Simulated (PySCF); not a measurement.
AsF3. Atoms are numbered in the order given.

```xyz
4

F      1.2816    -0.7399    -0.4878
As     0.0000     0.0000     0.3991
F      0.0000     1.4798    -0.4878
F     -1.2816    -0.7399    -0.4878
```
Charge 0, spin multiplicity 1.

The structure is a stationary point at ωB97X-D3(BJ)/def2-SVP.

Method: PySCF with B3LYP/def2-TZVPD.

Isolated molecule, no solvent.

```yaml
total_energy: -2535.67412 hartree
point_group: C3v
highest_occupied_level: -9.84 eV
lowest_empty_level: -1.53 eV
orbital_gap: 8.32 eV
dipole_moment: 0.533 e·Å
quadrupole, principal values (traceless, Buckingham form, about the centre of nuclear charge): -1.24, -1.24, 2.49 D·Å
mean_static_polarisability: 30.4 bohr³ (4.50 Å³)
polarisability_principal_values: 28.1, 31.5, 31.5 bohr³
```
